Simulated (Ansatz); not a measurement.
Consider the ligand exchange at a Ti–I bond: `[F][Ti]([F])([I])[I]` + H–F → `[F][Ti]([F])([F])[I]` + HI.

Program: Ansatz. Geometries: PBE0-D4/def2-TZVP. ΔE: electronic, gas phase. CCSD(T)/CBS adds triple-zeta CCSD(T) − MP2 to the extrapolated MP2 energy (def2 sets, frozen cores). This one scheme is used for every species. Functionals use def2-TZVPP. Elements past krypton have def2 core potentials. For I, Ti outer-core shells are correlated without core-valence functions, which leaves a few kJ/mol of doubt a bond. Scalar relativity is left out up to krypton.

```tsv
level	ΔE (kcal/mol)
r2SCAN	-7.8
SCS-MP2/def2-QZVPP	-2.3
```

(1) What does CCSD(T)/CBS give? (Estimate.)

Largest T1 diagnostic among the species: 0.023, so the coupled-cluster value is less sure than usual.

Answers

(1) The calculation gave: -3.0 kcal/mol. The listed levels differ from it by -4.8, 0.7 kcal/mol.

From r2SCAN to r2SCAN0 (25 % exact exchange), in def2-TZVPP and without D4, ΔE moves by +0.9 kcal/mol. The D4 term adds +2.4 kcal/mol with B3LYP and +1.3 kcal/mol with PBE0; it sums over pairs of atoms, weighted by their polarisabilities, and B3LYP, whose exchange is more repulsive, gets the larger term.

CCSD(T)/CBS has its own doubt, a few kJ/mol and more with outer-core shells, so smaller differences from it don't rank the levels.

B3LYP here is the variant with VWN-RPA as its local correlation; programs differ in this.
